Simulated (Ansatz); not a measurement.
One geometry of BeI₂⁺, several levels of theory.

```yaml
crystal:
  periodic: [false, false, false]
  atoms:
    - {symbol: Be, position_ang: [-0.000049, 0.000683, 0.000591]}
    - {symbol: I, position_ang: [-0.228722, 1.396427, -1.671118]}
    - {symbol: I, position_ang: [0.228770, -1.397119, 1.670527]}
basis:
  gaussian: {orbitals: def2-TZVP, initial_orbitals: start.molden}
total_charge: 1
magnetization: {spin_polarized: true, initial_magnetization: 1}
hamiltonian: {xc: {name: revPBE}, dispersion: d4}
scf: {omitted_lower_state_checks: [starts]}
output: {orbitals: {seedname: orbitals}}
```

The file start.molden holds the orbitals of an earlier run on this structure, at another level or in another basis.

```sh
$ ansatz run in.yaml --threads 4 --pin off --events-out ev --progress --plain --max-ram 3916MiB
```

Shortened log:

```
Functional definition: revPBE
875 factors; their error is unknown
mean field evaluation 1: about -16599.1733 eV, gradient 4.8e0 eV
mean field evaluation 2: about -16599.2116 eV, gradient 6.7e-2 eV
mean field evaluation 4: about -16599.2001 eV, gradient 2.9e-4 eV
mean field evaluation 8: about -16599.2001 eV, gradient 1.1e-5 eV
mean field -16599.20014592 eV, -610.0093540206 hartree, gradient 9.5e-6 eV, S^2 0.754355; 0 other end points of the search recorded, 0 dependent functions left out
reference -16599.20018853 eV, -610.0093555864 hartree; 27, 26 occupied and 92, 93 virtual orbitals, 875 factors
Total energy: -16599.34575268 eV, -610.0147049704 hartree
Checks for a lower state left out: starts
```

It took 2.9 s on 4 threads of Intel Xeon Platinum 8488C on a shared host.

As the first input, with `hamiltonian: {xc: {name: B2PLYP}}` and without the key `output` (abridged; 4.8 s):

```
Functional definition: B2PLYP
mean field -16578.55498447 eV, -609.2506583310 hartree, gradient 4.8e-6 eV, S^2 0.776076
8 core orbitals not correlated: weight in the atoms' cores, before any rotation towards them, 1.000 or more for the frozen orbitals, at most 0.000 for the correlated occupied ones
second order -32.33281662 eV of doubles, -0.00000000 eV of singles
Total energy: -16587.28497887 eV, -609.5714797078 hartree
Checks for a lower state left out: starts
```

As the first input, with `hamiltonian: {xc: {name: r2SCANh}, dispersion: d4}` (abridged; 8 s):

```
Functional definition: r2SCANh
mean field -16602.28038830 eV, -610.1225508401 hartree, gradient 5.6e-6 eV, S^2 0.761226
Total energy: -16602.29822144 eV, -610.1232061959 hartree
Checks for a lower state left out: starts
```

The first input with `correlation: {method: mp2}` and without the key `hamiltonian` (abridged; 2 s):

```
Functional definition: HF
mean field -16537.49922302 eV, -607.7418869263 hartree, gradient 4.6e-6 eV, S^2 0.760957
8 core orbitals not correlated: weight in the atoms' cores, before any rotation towards them, 1.000 or more for the frozen orbitals, at most 0.000 for the correlated occupied ones
second order -27.62815133 eV of doubles, -0.00000000 eV of singles
Total energy: -16565.12737434 eV, -608.7572027606 hartree
Checks for a lower state left out: starts
```

The first input with `gaussian: {orbitals: def2-SVP, initial_orbitals: start.molden}`, `hamiltonian: {xc: pbe0, dispersion: d4}` (abridged; 2.6 s):

```
Functional definition: PBE0
mean field -16595.74634763 eV, -609.8824292746 hartree, gradient 2.5e-6 eV, S^2 0.761945
Total energy: -16595.80970732 eV, -609.8847577001 hartree
Checks for a lower state left out: starts
```

First input, but with `hamiltonian: {xc: pbe0, dispersion: d4}` and without the key `scf` (abridged; 14 s):

```
Functional definition: PBE0
mean field evaluation 16: about -16596.1854 eV, gradient 3.2e-1 eV
mean field evaluation 32: about -16596.5808 eV, gradient 4.7e0 eV
mean field -16596.73928795 eV, -609.9189191582 hartree, gradient 3.4e-6 eV, S^2 0.761894; 5 other end points of the search recorded, 0 dependent functions left out
Total energy: -16596.80265145 eV, -609.9212477238 hartree
```

Geometry: B3LYP-D4/def2-TZVP.

In the def2 sets I takes a core potential; there is no spin–orbit coupling. Correlated methods freeze 8 core orbitals; core or outer-core shells of I are correlated, in sets that lack core-valence functions. At revPBE-D4/def2-TZVP the gap within one spin of the charge 1 doublet nearly closes, so an electron or hole may be smeared out by delocalisation error. The structure comes from a short search, and lower isomers may exist.
